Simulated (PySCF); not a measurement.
Ga₂H₄, SMILES [GaH2][GaH2]. Atoms are numbered in the order given.

```xyz
6

Ga     0.0000     0.0000     1.2293
Ga     0.0000     0.0000    -1.2293
H     -0.9449     0.9449     2.0685
H      0.9449    -0.9449     2.0685
H     -0.9449    -0.9449    -2.0685
H      0.9449     0.9449    -2.0685
```

Geometry optimised at PBE0-D3(BJ)/def2-TZVP.

Two levels are set side by side: PBE/pcSseg-2 (PySCF) and PBE0/pcSseg-2 (PySCF). GIAO shifts against TMS (¹H) at the same level; non-relativistic, no solvent, atoms listed together averaged. Differences are taken from unrounded values.

| quantity | PBE0 | PBE | PBE minus PBE0 |
|---|---|---|---|
| δ(¹H) of H3, H4, H5, H6 (ppm) | 7.86 | 8.37 | 0.52 |

Rough cost on one machine, each run with all the roots and properties that it gave: PBE0 against PBE within a factor of 2.
